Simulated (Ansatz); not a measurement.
Total energies of C₂H₅AlBN, SMILES `B[C]1=C[NH][AlH]1`.

```xyz
10

B     1.213   -1.419   -0.676
C     0.197   -0.370   -0.372
C     0.135    0.325    0.831
N    -0.866    1.243    0.915
Al   -1.316    0.721   -0.806
H     2.041   -1.701    0.155
H     1.244   -2.004   -1.725
H     0.818    0.175    1.673
H    -0.987    1.791    1.747
H    -2.479    1.239   -1.743
```

The species carries charge 0 and has multiplicity 1. Geometry: relaxed with PBE0-D4/def2-TZVP. Basis def2-TZVPP, Ansatz.

RPA on PBE orbitals: Hartree–Fock energy of these orbitals -399.68025 Eh, correlation -1.16360 Eh (frozen core).

```
             functional  energy without D4 (Eh)  D4 term (kJ/mol)
                    PBE              -400.93492             -20.0
                 revPBE              -401.18755             -61.4
                   BLYP              -401.22647             -44.3
                 r2SCAN              -401.16443              -4.8
                  B3LYP              -401.31954             -32.5
                r2SCANh              -401.15477              -5.1
HSE06 (plane-wave form)              -400.95922             -15.7
                  BHLYP              -401.19533             -25.2
              CAM-B3LYP              -401.20276             -17.1
                LC-ωPBE              -401.08042                 –
                ωB97X-V              -401.19814                 –
                ωB97M-V              -401.20134                 –
                 B2PLYP              -401.03050                 –
               PBE-QIDH              -400.85846                 –
```

Give the same for LDA (SPW92), B97M-V, PBE0, r2SCAN0. (Estimate.)

Computed: 
| functional | energy without D4 (Eh) | D4 term (kJ/mol) |
| --- | --- | --- |
| LDA (SPW92) | -398.76929 | – |
| B97M-V | -401.23996 | – |
| PBE0 | -400.97430 | -16.8 |
| r2SCAN0 | -401.14139 | -5.7 |

B3LYP takes the VWN-RPA correlation (the form of Gaussian; ORCA's B3LYP/G). HSE06 is the plane-wave form, built on full-range PBE exchange. The double hybrids freeze the cores in their second-order part.

LC-ωPBE has ω = 0.4 bohr⁻¹.
